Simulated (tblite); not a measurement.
C6H9ClS.
Atom-mapped SMILES: `[CH3:1][C@@:2]1([CH2:3][Cl:4])[CH2:5][CH2:6][C:7]1=[S:8]` (hydrogens: H9, H10, H11 on C1; H12, H13 on C3; H14, H15 on C5; H16, H17 on C6)

Structure optimised with GFN2-xTB, isolated species.

Q: List the bond lengths, angles and torsions at this level.

A: 
```
                 bond  length (Å)
                C1–C2       1.525
                C2–C3       1.522
               C3–Cl4       1.783
                C2–C5       1.549
                C5–C6       1.539
                C6–C7       1.496
                C7=S8       1.608
                C2–C7       1.515
C1–H9, C1–H10, C1–H11       1.087
               C3–H12       1.090
               C3–H13       1.090
               C5–H14       1.087
               C5–H15       1.087
               C6–H16       1.089
               C6–H17       1.090
```

Bonds in one row agree within 0.01 Å and their mean is given. A selection of angles:
```
     angle  degrees
  C2–C1–H9    109.9
 H9–C1–H10    108.9
  C1–C2–C3    111.3
  C1–C2–C5    114.6
  C1–C2–C7    112.6
  C3–C2–C5    115.7
  C3–C2–C7    112.7
  C5–C2–C7     88.0
 C2–C3–Cl4    110.8
 C2–C3–H12    110.8
 C2–C3–H13    111.1
Cl4–C3–H12    107.5
Cl4–C3–H13    106.8
H12–C3–H13    109.7
  C2–C5–C6     89.8
 C2–C5–H14    114.4
 C2–C5–H15    113.3
 C6–C5–H14    115.3
 C6–C5–H15    113.8
H14–C5–H15    109.2
  C5–C6–C7     89.0
 C5–C6–H16    116.6
 C5–C6–H17    114.9
 C7–C6–H16    114.6
 C7–C6–H17    113.1
H16–C6–H17    107.9
  C6–C7–S8    134.4
  C2–C7–C6     92.8
  C2–C7–S8    132.8
```

Dihedral angles: C1–C2–C3–Cl4 66° (synclinal); C1–C2–C5–C6 109° (anticlinal); C2–C5–C6–C7 5° (synperiplanar); C5–C6–C7–S8 173° (antiperiplanar); C1–C2–C7–C6 -111° (anticlinal).

The 4-membered ring C2–C5–C6–C7 has internal angles of 88.0° to 92.8°; it is slightly puckered (a soft mode that the optimisation may not have finished), 0.03 Å rms from its mean plane, widest ring torsion 5°. The 6 C–C bonds span 1.496 Å (C6–C7, drawn single) to 1.549 Å (C2–C5, drawn single), a spread of 0.053 Å. Of the pairs four or more bonds apart, Cl4···H9 is among the closest relative to their van der Waals radii: 2.74 Å, 93 % of the sum of Bondi's values.

Point group: C1 (no symmetry element, even within 0.4 Å). Its GFN2-xTB frequencies are all real (lowest 53 cm⁻¹). The numbers are those of one conformer. 3 starts were optimised and ended at 0.00, 0.23 and 1.77 kcal/mol (GFN2-xTB); the lowest of these is shown.

All values are computed, not measured.
